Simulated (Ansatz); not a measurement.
```xyz
8

C     0.0964    1.0311   -0.0904
Si   -0.0650   -0.7990    0.2297
Se   -0.5035   -2.0184   -1.6358
H     0.3370    1.5577    0.8374
H    -0.8380    1.4382   -0.4826
H     0.8865    1.2260   -0.8179
H    -1.1306   -1.0611    1.2340
H     1.2171   -1.3745    0.7256
```

Total charge 0; spin multiplicity 2.

Question: List the B3LYP/def2-TZVPP orbital energies in eV (the Gaussian-basis code of Ansatz). (An estimate is asked.)

Answer: The calculation gave: α occupied: -12351.16, -1799.43, -1580.47, -1418.70, -1418.60, -1418.54, -276.68, -212.78, -156.98, -156.71, -156.53, -143.93, -99.28, -99.23, -99.21, -57.69, -57.66, -57.51, -57.31, -57.30, -19.59, -18.72, -13.94, -11.60, -11.50, -9.83, -9.45, -8.73, -7.77, -6.85. α empty: 0.17, 0.57, 1.30, 1.55, 2.00, 2.38, 2.53, 3.96. β occupied: -12351.10, -1799.44, -1580.44, -1418.59, -1418.58, -1418.52, -276.68, -212.70, -156.75, -156.67, -156.49, -143.93, -99.29, -99.23, -99.21, -57.53, -57.52, -57.37, -57.29, -57.27, -19.51, -17.93, -13.79, -11.58, -11.49, -9.60, -9.41, -8.49, -6.56. β empty: -4.69, 0.27, 0.59, 1.36, 1.72, 2.02, 2.40, 2.56. ⟨S²⟩ = 0.753.

B3LYP here is the variant with VWN-RPA as its local correlation; programs differ in this.
